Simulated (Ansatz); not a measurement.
Reaction (ligand exchange at the In–C bond): `C#[C][In]([F])[Cl]` + `[SiH3]N[SiH3]` → `[F][In]([Cl])[N]([SiH3])[SiH3]` + `C#C`

Computed with Ansatz on PBE0-D4/def2-TZVP structures; ΔE is electronic, products minus reactants. CCSD(T)/CBS is the MP2 limit (def2-TZVPP, def2-QZVPP) plus CCSD(T) − MP2 in def2-TZVPP, frozen cores. This one scheme is used for every species. DFT in def2-TZVPP. Elements past krypton have def2 core potentials. For In outer-core shells are correlated without core-valence functions, which leaves a few kJ/mol of doubt a bond. One conformer a species, not always the lowest.

`C#[C][In]([F])[Cl]`:

Cartesian coordinates in Å:
```
C -1.034 -1.089 -1.393
C -0.441 -0.430 -0.574
In 0.580 0.672 0.817
F -0.061 2.413 1.359
Cl 2.515 0.103 1.908
H -1.560 -1.669 -2.117
```

`[SiH3]N[SiH3]`:

```xyz
10

Si    0.038   -0.971   -1.222
N    -0.321   -0.403    0.368
Si    0.081    1.109    1.096
H     0.995   -0.014   -1.829
H    -1.174   -1.057   -2.085
H     0.642   -2.331   -1.177
H    -0.892   -1.019    0.931
H     1.031    1.799    0.189
H     0.711    0.907    2.429
H    -1.111    1.979    1.300
```

`[F][In]([Cl])[N]([SiH3])[SiH3]`:

Z-matrix (Å, degrees):
```
In
Cl 1 2.288
N 1 2.009 2 129.9
Si 1 3.247 2 157.6 3 0.1
F 1 1.939 2 116.6 3 -180.0
Si 1 3.245 2 102.2 3 0.0
H 4 1.485 1 93.6 2 -125.8
H 4 1.489 1 139.2 2 -0.4
H 4 1.485 1 93.7 2 125.3
H 6 1.487 1 123.6 2 103.5
H 6 1.488 1 75.4 2 -0.1
H 6 1.487 1 123.6 2 -103.6
```

`C#C`:

```xyz
4

C    -0.487   -0.185    0.294
C     0.487    0.185   -0.294
H    -1.355   -0.514    0.817
H     1.355    0.514   -0.817
```

| level | ΔE (kcal/mol) | difference from CCSD(T)/CBS |
| --- | --- | --- |
| CAM-B3LYP-D4 | 1.2 | 2.8 |
| PBE-QIDH | 1.5 | 3.1 |
| BLYP | 2.6 | 4.2 |
| r2SCAN0 | 1.8 | 3.4 |
| CAM-B3LYP | 2.8 | 4.4 |
| MP2/def2-SVP | -1.4 | 0.2 |
| CCSD(T)/def2-SVP | -1.2 | 0.4 |
| HF/def2-QZVPP | 4.5 | 6.1 |
| MP2/CBS(def2) | -2.1 | -0.5 |
| CCSD/CBS(def2) | -0.8 | 0.8 |
| CCSD(T)/CBS | -1.6 | 0 |

Largest T1 diagnostic among the species: 0.015.

Leaving LDA and LC-ωPBE aside and taking each functional with its dispersion term where it has one, the values, not all of them listed here, spread over 1.8 kcal/mol, from BLYP-D4 to B2PLYP. LDA lies −1.6 kcal/mol from PBE without D4. In def2-TZVPP, CCSD(T) changes the Hartree–Fock value by −4.3 kcal/mol (the triples alone add −0.7 kcal/mol) and MP2 by −4.9 kcal/mol.
